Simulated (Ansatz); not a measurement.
A nudged elastic band was laid between two geometries of CH6Ge + H3N (12 atoms, charge 0, multiplicity 1).

These are results of RKS B3LYP-D4/def2-SVP in Ansatz, not measurements.

| Property | Result |
| --- | --- |
| movable images | 5 |
| climbing image | yes |
| spring | 5.0 eV/Å² |
| optimiser | quadratic models (default) |
| start path | through a guess of the saddle point |
| force threshold | 0.05 eV/Å |
| iteration limit | 60 |
| end points | relaxed |

First end point:

```xyz
12
Properties=species:S:1:pos:R:3
Ge -0.184 0.305 0.159
C -0.209 0.373 2.123
H -1.242 0.453 2.492
H 0.243 -0.544 2.528
H 0.364 1.239 2.485
H 1.265 0.177 -0.358
H -0.801 1.591 -0.432
H -0.997 -0.905 -0.351
N 1.368 -2.916 1.090
H 0.629 -2.805 0.395
H 2.015 -2.139 0.947
H 0.934 -2.771 2.002
```

Last end point:

```xyz
12
Properties=species:S:1:pos:R:3
Ge 0.317 -0.626 -0.979
C -0.045 -0.074 3.289
H -1.133 0.077 3.315
H 0.273 -0.607 4.197
H 0.457 0.903 3.244
H 1.550 -0.052 -1.706
H -0.414 0.528 -0.239
H -0.661 -1.275 -1.980
N 0.935 -1.981 0.120
H 0.215 -2.469 0.651
H 1.672 -1.704 0.765
H 0.221 -0.663 2.401
```

Q: Which bonds break or form, and what moves?

A: Bonds broken: Ge1–C2, N9–H12. Bonds formed: Ge1–N9, C2–H12. CH6Ge + H3N becomes CH4 + GeH5N.

Q: Give the energies along the band, and the barrier.

A: The run converged. The highest image is number 3 of 0 to 6, 54.6 kcal/mol above the first end and 58.8 kcal/mol above the last; the last end lies 4.2 kcal/mol below the first. Neighbouring images differ by up to 2.5 eV, so the band resolves the path poorly. A vibrational analysis at the climbing image gives one clearly imaginary mode, 995i cm⁻¹: a first-order saddle point. The orbitals stay closed-shell, which can raise the energy where a bond breaks towards radicals; this wasn't checked here.

```tsv
image	path coordinate (Å)	energy (kcal/mol)	Ge1–C2 (Å)	N9–H12 (Å)	Ge1–N9 (Å)
0	0.00	0.0	1.96	1.02	3.69
1	1.50	1.2	1.97	1.02	3.72
2	3.00	18.0	2.04	1.01	2.64
3	4.50	54.6	2.56	1.14	2.03
4	6.04	-2.8	3.47	2.23	1.85
5	7.58	-3.9	3.99	2.78	1.85
6	9.12	-4.2	4.32	2.73	1.85
```

Q: What is the geometry of the highest image?

A: 
```xyz
12
Properties=species:S:1:pos:R:3
Ge 0.164 -0.287 -0.088
C 0.170 0.069 2.444
H -0.855 -0.034 2.847
H 0.871 -0.187 3.265
H 0.333 1.142 2.241
H 1.364 0.669 -0.124
H -1.254 0.286 0.074
H 0.144 -0.942 -1.524
N 0.583 -2.051 0.830
H -0.140 -2.773 0.751
H 1.495 -2.468 0.617
H 0.512 -1.367 1.744
```

Run time: 4.6 min on 2 threads of Arm Neoverse V2, with other jobs on the host, peak memory 0.23 GiB.
